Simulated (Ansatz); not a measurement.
C₃H₈Si (`CC(C)[SiH]`) at its PBE0-D4/def2-TZVP geometry, where that method's forces vanish. The species carries charge 0 and has multiplicity 1.

```xyz
12

C     0.8974    1.0996   -0.1395
C     0.3513   -0.1525    0.5122
C    -1.1492   -0.3751    0.2989
Si    0.5156   -1.8732   -0.2756
H     1.9852    1.1482   -0.0490
H     0.6562    1.1161   -1.2056
H     0.4912    2.0100    0.3156
H     0.5874   -0.1778    1.5770
H    -1.5592    0.2975   -0.4529
H    -1.3919   -1.4204   -0.1032
H    -1.7368   -0.3468    1.2163
H     0.3528   -1.3257   -1.6941
```

Problem. What forces (eV/Å) does ωB97M-V/def2-TZVPP give on these atoms in the Gaussian-basis code of Ansatz? (Best estimate.)

Solution. Computed: 
```
C1   0.068  0.195 -0.091
C2   0.099 -0.205  0.128
C3  -0.282 -0.041 -0.007
Si4  0.132  0.002 -0.094
H5  -0.078  0.000 -0.009
H6   0.012 -0.002  0.073
H7   0.028 -0.069 -0.041
H8  -0.030  0.009 -0.082
H9   0.027 -0.044  0.070
H10 -0.019  0.159  0.037
H11  0.043  0.021 -0.087
H12  0.000 -0.025  0.105
```
